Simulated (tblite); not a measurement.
Compound: C4H8FNSi2.
Numbering: `[N:1]#[C:2]/[C:3](=[CH:4]\[F:5])[CH:6]([SiH3:7])[SiH3:8]` (hydrogens: H9 on C4; H10 on C6; H11, H12, H13 on Si7; H14, H15, H16 on Si8)

Cartesian coordinates in Å at the GFN2-xTB level; atoms count from 1:
```xyz
16
C4H8FNSi2 angstrom
N      1.464   -0.510    2.456
C      1.314   -0.273    1.345
C      1.096    0.018   -0.022
C      2.134    0.206   -0.841
F      3.410    0.134   -0.434
C     -0.319    0.099   -0.475
Si    -1.218    1.535    0.422
Si    -1.181   -1.599   -0.250
H      2.050    0.431   -1.895
H     -0.309    0.328   -1.545
H     -2.539    1.664   -0.189
H     -1.320    1.238    1.847
H     -0.434    2.754    0.206
H     -2.502   -1.497   -0.868
H     -1.285   -1.914    1.171
H     -0.370   -2.606   -0.940
```

All values are computed: GFN2-xTB (tblite) harmonic vibrations without scaling, gas phase. Errors from tens to a few hundred cm⁻¹ against measured bands are possible. Modes of hydrogen on silicon can be 10 to 20 % off. One conformer, not necessarily the lowest.

Harmonic wavenumbers (cm⁻¹): 34.9, 99.9, 112.6, 117.0, 120.6, 149.8, 160.2, 258.6, 304.7, 316.1, 408.4, 500.5, 510.6, 520.4, 535.7, 602.5, 677.1, 695.7, 760.4, 771.3, 772.6, 776.3, 780.9, 788.8, 800.4, 823.7, 829.5, 1083.3, 1100.2, 1193.0, 1209.3, 1310.0, 1654.9, 2259.5, 2265.0, 2277.7, 2290.6, 2309.4, 2320.4, 2374.4, 2928.3, 3075.2.

A = 1671, B = 919.4, C = 862.3 MHz; mass 145.018 u (most abundant isotopes); point group Cs, symmetry number 1.

What is the zero-point energy?

½Σν̃ = 21440 cm⁻¹ = 256.48 kJ/mol.

Entropy at 298.15 K, 1 bar (ideal gas, RRHO, classical rotation)?

Translation 170.93, rotation 124.99, vibration 145.43: S = 441.3 J/(mol K).

And Cp and H(298.15 K) − H(0)?

Cp = 179.06 J/(mol K), of which vibrations give 145.80 (their classical limit is 42 R = 349.2); H(298.15 K) − H(0) = 32.63 kJ/mol without the zero-point energy, 22.71 from vibrations.

Which modes carry the vibrational entropy at 298.15 K?

34.9 cm⁻¹: 23.13; 99.9 cm⁻¹: 14.46; 112.6 cm⁻¹: 13.49; 117.0 cm⁻¹: 13.18; 120.6 cm⁻¹: 12.93; 149.8 cm⁻¹: 11.19 J/(mol K); the other 36 give 57.05 together.

How do the functions run with temperature in this model?

```csv
T (K),S (J/(mol K)),Cp (J/(mol K)),H − H(0) (kJ/mol),G − H(0) (kJ/mol),ln q(vib)
50,252.1,60.2,2.17,-10.43,0.65
100,303.2,88.4,5.94,-24.38,2.10
373.15,484.5,205.9,47.10,-133.70,10.61
500,549.8,240.3,75.52,-199.41,14.31
750,656.5,285.2,141.67,-350.72,20.96
1000,742.8,313.7,216.79,-525.98,26.83
```

q(vib) and H(0) count from the zero-point level.

Blend soft modes into free rotors: weight 1/[1 + (100 cm⁻¹/ν̃)⁴] for the oscillator and the rest for a rotor with moment μB/(μ + B), μ = h/(8π²ν), B = 10⁻⁴⁴ kg m². What vibrational entropy results?

135.30 J/(mol K) in place of 145.43, which changes −T·S at 298.15 K by +3.02 kJ/mol.

What must be added to the electronic energy to get the Gibbs energy at 298.15 K and 1 bar?

ZPE + [H(298.15 K) − H(0)] − T·S = 256.48 + 32.63 − 131.59 = 157.52 kJ/mol.

Hindered rotation and anharmonicity are outside this model. Other conformers, if any are populated, would add a mixing term that is left out.
